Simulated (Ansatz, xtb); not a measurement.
Two isomers of GeH4S2

Structure X: `S[S][GeH3]`, a singlet. Structure Y: `[SH][GeH2][SH]`, a singlet. Both are isolated molecules in the gas phase, relaxed with PBE0-D4/def2-SVP; the shapes shown needn't be the lowest conformers.

X (Å):

```csv
atom,x (Å),y (Å),z (Å)
Ge,-0.8390,0.0561,-0.6957
S,-1.5277,-0.9523,2.3562
S,-1.1844,-1.8178,0.4860
H,-0.2447,-0.9472,2.7932
H,-2.0787,0.9561,-0.5898
H,-0.6037,-0.4030,-2.1461
H,0.4016,0.7745,-0.1393
```

Y (Å):

```xyz
7

Ge   -1.1706   -0.2823    0.2683
S    -0.0480   -0.7124    2.1417
S     0.3540   -0.2288   -1.3528
H    -0.9844   -1.5644    2.6129
H    -1.8634    1.0915    0.3059
H    -2.1961   -1.4117    0.0658
H    -0.1881    0.8561   -1.9476
```

Q: Estimate which is lower in electronic energy at CCSD(T)/def2-TZVP, and by roughly how much.

A: The CCSD(T)/def2-TZVP calculation puts structure Y lower, by 0.907 eV.

The same difference at several levels:

```json
{"level": "GFN2-xTB", "geometry": "GFN2-xTB", "E(Y) − E(X) (eV)": "−0.671", "departure from the last row (eV)": "+0.236", "job, with rough time for the two": "optimisation, 0.1 s"}
{"level": "HF/STO-3G", "geometry": "GFN2-xTB", "E(Y) − E(X) (eV)": "−0.557", "departure from the last row (eV)": "+0.350", "job, with rough time for the two": "single point, 0.3 s"}
{"level": "r2SCAN-D4/def2-SVP", "geometry": "GFN2-xTB", "E(Y) − E(X) (eV)": "−0.940", "departure from the last row (eV)": "−0.033", "job, with rough time for the two": "single point, 3.1 s"}
{"level": "PBE0-D4/def2-SVP", "geometry": "PBE0-D4/def2-SVP", "E(Y) − E(X) (eV)": "−0.953", "departure from the last row (eV)": "−0.046", "job, with rough time for the two": "optimisation, 40 s"}
{"level": "HF/def2-TZVP", "geometry": "PBE0-D4/def2-SVP", "E(Y) − E(X) (eV)": "−0.953", "departure from the last row (eV)": "−0.046", "job, with rough time for the two": "part of the CCSD(T) run"}
{"level": "MP2/def2-TZVP", "geometry": "PBE0-D4/def2-SVP", "E(Y) − E(X) (eV)": "−0.941", "departure from the last row (eV)": "−0.034", "job, with rough time for the two": "part of the CCSD(T) run"}
{"level": "CCSD(T)/def2-TZVP", "geometry": "PBE0-D4/def2-SVP", "E(Y) − E(X) (eV)": "−0.907", "departure from the last row (eV)": "", "job, with rough time for the two": "single point, 49 s"}
```

As drawn, Y has 1 Ge–S, 1 S–H in place of 1 S–S, 1 Ge–H.

The levels shown agree on the order. The largest departure from CCSD(T)/def2-TZVP is that of HF/STO-3G, 0.350 eV. A small imaginary or near-zero mode remains, so no thermal terms are given.

The correlated steps freeze 19 core orbitals; the filled d shell of Ge is correlated, in a basis made for valence electrons. Run with Ansatz 0.2.0, xtb 6.7.1; the last row on 2 threads of Arm Neoverse V2 on a shared host.
